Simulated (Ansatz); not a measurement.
A nudged elastic band was laid between two geometries of H5NSi + H5NSi (14 atoms, charge 0, multiplicity 1).

Method: RKS r2SCAN-D4/cc-pVDZ (Ansatz 0.2.0).

```yaml
movable_images: 5
climbing_image: yes
spring: 5.0 eV/Å²
optimiser: quadratic models (default)
start_path: through a guess of the saddle point
force_threshold: 0.5 eV/Å
iteration_limit: 60
end_points: relaxed
```

Image 0:

```xyz
14
Properties=species:S:1:pos:R:3
Si -0.448 0.538 0.036
N -0.279 0.111 1.744
H -1.157 -0.063 2.234
H 0.250 0.785 2.300
H 0.931 0.725 -0.508
H -1.245 1.783 -0.243
H -1.131 -0.611 -0.635
N 1.558 -2.448 1.496
H 1.258 -2.964 0.669
Si 3.226 -1.921 1.483
H 4.108 -3.128 1.376
H 3.647 -0.971 0.386
H 3.482 -1.221 2.784
H 0.882 -1.692 1.666
```

Image 6:

```xyz
14
Properties=species:S:1:pos:R:3
Si 0.711 -0.039 -0.787
N -0.383 -0.757 3.082
H -0.292 -1.618 3.627
H -1.385 -0.670 2.896
H 1.807 0.227 -1.773
H -0.035 1.234 -0.508
H -0.266 -0.984 -1.437
N 1.427 -0.636 0.689
H 0.782 -0.674 1.504
Si 2.880 -1.583 0.886
H 2.692 -3.071 0.738
H 3.885 -1.147 -0.136
H 3.431 -1.356 2.265
H -0.173 -0.004 3.743
```

(1) What changes between the two ends?

(2) What energy profile does the band end with?

(3) What is the geometry of the highest image?

Results:

(1) Bonds broken: Si1–N2, N8–H14. Bonds formed: Si1–N8, N2–H14. H5NSi + H5NSi becomes H3N + H7NSi2.

(2) The run converged. The highest image is number 2 of 0 to 6, 1.34 eV above the first end and 1.56 eV above the last; the last end lies 0.23 eV below the first. The threshold of 0.5 eV/Å is loose, so the images may lie well off the minimum-energy path. Neighbouring images differ by up to 1.3 eV, so the band resolves the path poorly. The order of the point at the top wasn't checked. The orbitals stay closed-shell, which can raise the energy where a bond breaks towards radicals; this wasn't checked here.

| image | path coordinate (Å) | energy (eV) | Si1–N2 (Å) | N8–H14 (Å) | Si1–N8 (Å) |
| --- | --- | --- | --- | --- | --- |
| 0 | 0.00 | 0.00 | 1.77 | 1.03 | 3.88 |
| 1 | 1.78 | 0.11 | 1.78 | 1.03 | 3.35 |
| 2 | 3.56 | 1.34 | 2.00 | 1.28 | 2.05 |
| 3 | 5.17 | 0.07 | 2.88 | 2.25 | 1.77 |
| 4 | 6.78 | -0.14 | 3.45 | 3.11 | 1.75 |
| 5 | 8.38 | -0.21 | 3.94 | 3.34 | 1.74 |
| 6 | 9.99 | -0.23 | 4.08 | 3.51 | 1.75 |

(3) 
```xyz
14
Properties=species:S:1:pos:R:3
Si 0.244 -0.017 0.238
N -0.378 -0.291 2.117
H -1.290 -0.757 2.145
H -0.482 0.526 2.726
H 1.311 0.090 -0.863
H 0.042 1.495 0.383
H -0.924 -0.664 -0.454
N 1.292 -1.583 1.043
H 0.925 -2.448 0.620
Si 3.067 -1.575 1.160
H 3.554 -2.888 1.689
H 3.723 -1.300 -0.159
H 3.418 -0.484 2.123
H 0.581 -1.180 2.021
```

Run time: 57 s on 4 threads of AMD EPYC 9R45 96-Core Processor (Zen 5) (shared host), peak memory 0.22 GiB.
